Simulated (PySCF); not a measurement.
**[Pb(OH)5]− at several levels of theory**

Computed with PySCF 2.14.0 (density fitting, no spin-orbit coupling) at the geometry relaxed with PBE:

```xyz
11
[Pb(OH)5]− (singlet)
Pb   -0.0174    0.1337    0.1490
O    -0.2269    0.2703    2.3108
H     0.7359    0.2185    2.4948
O     2.1521    0.0826    0.4671
H     2.3147   -0.8231    0.1294
O    -0.1587    1.9599   -0.9978
H    -1.1408    1.9573   -1.0331
O    -2.2223   -0.0474   -0.0418
H    -2.4487   -0.0441    0.9113
O     0.0944   -1.8069   -0.8323
H    -0.8782   -1.9434   -0.8499
```

```
level                                              basis    state  HOMO (eV)  gap (eV)  charge on Pb1 (e)  dipole about the centre of mass (D)  largest force component (eV/Å)
  PBE     Pb def2-SVP with ECP60, O def2-SVP, H def2-SVP  singlet      -1.28      2.91               0.66                                 1.33                            0.02
  PBE  Pb def2-TZVP with ECP60, O def2-TZVP, H def2-TZVP  singlet      -2.01      2.97               1.08                                 1.27                            0.27
  PBE          Pb x2c-SVPall, O x2c-SVPall, H x2c-SVPall  singlet      -1.26      2.90               0.74                                 1.32                            0.22
```

Charges are Mulliken's, which hang on the basis. The relaxation used the grid (50, 194), these runs (75, 302) or, all-electron (x2c bases, spin-free X2C Hamiltonian), (99, 590).

Task: Order these levels, in the first row's basis, by the HOMO–LUMO gap they give here, smallest first.
A. BP86
B. r2SCAN
C. CAM-B3LYP
D. PBE0

Result: A (2.91 eV), B (3.30 eV), D (5.08 eV), C (7.41 eV).

Task: And their other results?

Result: 
| level | state | HOMO (eV) | gap (eV) | charge on Pb1 (e) | dipole about the centre of mass (D) | largest force component (eV/Å) |
| --- | --- | --- | --- | --- | --- | --- |
| CAM-B3LYP | singlet | -4.17 | 7.41 | 0.86 | 1.40 | 0.79 |
| r2SCAN | singlet | -1.71 | 3.30 | 0.87 | 1.39 | 0.48 |
| PBE0 | singlet | -2.85 | 5.08 | 0.89 | 1.39 | 0.69 |
| BP86 | singlet | -1.39 | 2.91 | 0.67 | 1.34 | 0.07 |

In the first row's basis the gap widens with exact exchange: 2.9 to 3.3 eV for BP86, PBE, r2SCAN (none); 5.1 eV for PBE0 (a fixed share); 7.4 eV for CAM-B3LYP (rising or full at long range).
